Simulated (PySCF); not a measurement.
**How methods differ on the ionisation energy of Sb⁴⁹⁺**

Sb⁴⁹⁺ 1s2 (1S) → Sb⁵⁰⁺ 1s1 (2S), as a difference of total energies. Calculation: PySCF 2.14, in an uncontracted even-tempered set (17 s from 100 bohr⁻², ratio 2.2; 7 p from 150 bohr⁻², ratio 2.4; 4 d from 460 bohr⁻², ratio 2.4; 3 f from 690 bohr⁻², ratio 2.4; 3 g from 1000 bohr⁻², ratio 2.4); scalar relativity by spin-free X2C-1e. Correlated levels: nothing frozen; virtual orbitals above 40 to 60 times the deepest correlated orbital energy dropped. The calculations carry no spin-orbit coupling.

```csv
method,ionisation energy (eV)
UHF,35768.0
MP2 (all electrons),35769.6
SCS-MP2 (all electrons),35769.9
CCSD (all electrons),35769.6
```

For this ion Breit and QED terms and the two-electron picture change, all absent here, outweigh the differences among the correlated methods.

With two correlated electrons CCSD is exact in that space.

For comparison: 35710.0 eV (theoretical estimate listed by NIST; NIST Atomic Spectra Database, ionization energies).
